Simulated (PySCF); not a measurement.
**Radial density of Nb (niobium, neutral)**

UHF, [Kr] 4d3 5s1 5p1, one real determinant (an excited configuration). All numbers are calculated (PySCF 2.14, scalar relativity through the core potential, in aug-cc-pwCVTZ-PP with ECP28MDF (8s8p7d4f3g, 122 functions)). This is the valence pseudo-density: the core potential removes the inner electrons and smooths the orbitals near the nucleus.

```csv
r (bohr),4πr²ρ (e/bohr),4πr²(ρα − ρβ)
0.0366,1.687e-05,0.0000
0.0616,4.410e-05,0.0000
0.104,0.0001653,0.0000
0.174,0.001391,0.0003
0.293,0.02283,0.0044
0.493,0.6395,0.0747
0.829,6.781,0.7114
1.39,7.948,1.7134
2.35,1.928,1.3493
3.95,0.6714,0.6680
6.64,0.1161,0.1161
11.2,0.002674,0.0027
```

⟨L²⟩ = 13.94 against 20 for a pure G term, so this real determinant mixes terms. Energies and moments cover only the electrons outside the core potential.
